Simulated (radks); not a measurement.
The numbers below are computed, except where a source is named.
Excited configurations of the ruthenium ion Ru+: one electron is placed in a higher orbital outside [Kr] 4d6. The ground configuration is [Kr] 4d7. Level of theory: Dirac Kohn-Sham, BLYP, spin-unpolarised, spherical densities, point nucleus; open shells fill j = l - 1/2 first (a radial shooting solver on a logarithmic mesh with Libxc functionals). Excitation = E - E(ground); binding = E(ion) - E, where the ion is the core of charge +2; n* = 2/sqrt(2 binding) in atomic units, and the quantum defect is n - n*.

| outer orbital | excitation (eV) | binding (eV) | quantum defect | <r> (bohr) |
|---|---|---|---|---|
| 4f5/2 | 14.471 | 3.447 | 0.027 | 8.532 |
| 5s1/2 | 2.443 | 15.476 | 3.125 | 2.947 |
| 5p1/2 | 7.097 | 10.822 | 2.757 | 3.613 |
| 5d3/2 | 12.369 | 5.550 | 1.869 | 5.978 |
| 6p1/2 | 12.748 | 5.170 | 2.756 | 7.733 |
| 7s1/2 | 14.205 | 3.713 | 3.172 | 11.37 |
| 7p1/2 | 14.783 | 3.135 | 2.834 | 13.04 |
| 7f5/2 | 16.549 | 1.370 | 0.696 | 28.46 |

The Delta-SCF ionisation energy is 17.919 eV (NIST Atomic Spectra Database: 16.8 eV, semi-empirical). Self-interaction in the functional shifts the binding energies and quantum defects, so they are the method's values and not measured ones. Spin polarisation and multiplet splitting are left out, so open shells lie too high by an amount that depends on their filling.

Beside tabulated values, note that spin-unpolarised runs miss the spin-polarisation part of the exchange energy of open shells.
